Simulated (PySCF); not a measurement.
Point-charge models of `CCc1cnns1` against its computed dipole.

Coordinates (GFN2-xTB, Å) and charges (e) from the PBE0/pcSseg-1 density (PySCF):

```tsv
atom	x	y	z	Mulliken	IAO	Hirshfeld	ESP-fitted
C1	-1.654	0.122	0.804	-0.2757	-0.4136	-0.1156	+0.0503
C2	-0.910	-0.071	-0.519	-0.1244	-0.2586	-0.0653	-0.1125
C3	0.552	0.132	-0.349	-0.5355	-0.1523	-0.0125	-0.0857
C4	1.576	-0.780	-0.447	+0.2160	-0.1112	-0.0336	+0.2345
N5	2.784	-0.256	-0.200	-0.1938	-0.1264	-0.1056	-0.3080
N6	2.785	0.966	0.078	-0.2710	-0.3012	-0.1273	-0.1728
S7	1.266	1.640	0.070	+0.4375	+0.4416	+0.1679	+0.1700
H8	-1.534	1.142	1.161	+0.1204	+0.1426	+0.0366	+0.0049
H9	-2.714	-0.077	0.670	+0.1242	+0.1479	+0.0476	+0.0101
H10	-1.266	-0.557	1.560	+0.1258	+0.1484	+0.0419	+0.0058
H11	-1.079	-1.081	-0.898	+0.1307	+0.1523	+0.0523	+0.0602
H12	-1.295	0.640	-1.254	+0.1458	+0.1558	+0.0474	+0.0750
H13	1.484	-1.821	-0.695	+0.1000	+0.1747	+0.0660	+0.0684
```

Task: Compute μ = Σ q r for each scheme (1 e·Å = 4.803 D) and compare with the dipole of the full density.

Result: The full density gives (-4.34, -0.68, -0.42) D, 4.41 D in size; dipole vectors point from the negative to the positive end.

```tsv
scheme	μx	μy	μz	size (D)	share of the full size (%)	angle to the full dipole (°)
Mulliken	-4.75	0.33	0.15	4.76	108	15
IAO	-4.26	0.89	-0.10	4.35	99	21
Hirshfeld	-2.42	0.30	-0.14	2.44	55	16
ESP-fitted	-4.25	-0.62	-0.43	4.32	98	1
```

Task: Which set comes closest?

Result: Length of the difference vector: ESP-fitted 0.11 D, Mulliken 1.24 D, IAO 1.61 D, Hirshfeld 2.17 D. Closest: ESP-fitted. ESP charges are fitted to the potential around the molecule, whose slowest-falling term is the dipole's. The schemes that divide the density aren't constrained to reproduce the dipole.

Task: What is left for the Hirshfeld atoms' own dipoles?

Result: The Hirshfeld atoms' densities add up to the full density, so μ = Σ q r + Σ (atomic dipoles). The atomic dipoles sum to (-4.34, -0.68, -0.42) − (-2.42, 0.30, -0.14) = (-1.92, -0.98, -0.28) D, 2.17 D in size.

Task: With the origin at the mean of the coordinates, (0.000, 0.000, -0.001) Å, which are the largest single terms, by size, of the Mulliken dipole along the direction of the full one?

Result: N6 +3.77, S7 -3.17, N5 +2.49, C1 -2.03, H9 +1.56 D; all 13 atoms together +4.60 D. The single terms depend on the origin, their sum doesn't.

Task: Give the size of the full dipole in other units.

Result: 4.41 D = 1.735 au = 0.918 e·Å = 14.71 × 10⁻³⁰ C·m.

The structure is a single GFN2-xTB conformer in the gas phase; no vibrational or solvent corrections.

Conformer computed: `[CH3:1][CH2:2][c:3]1[cH:4][n:5][n:6][s:7]1`: C1–C2–C3–C4 113°.
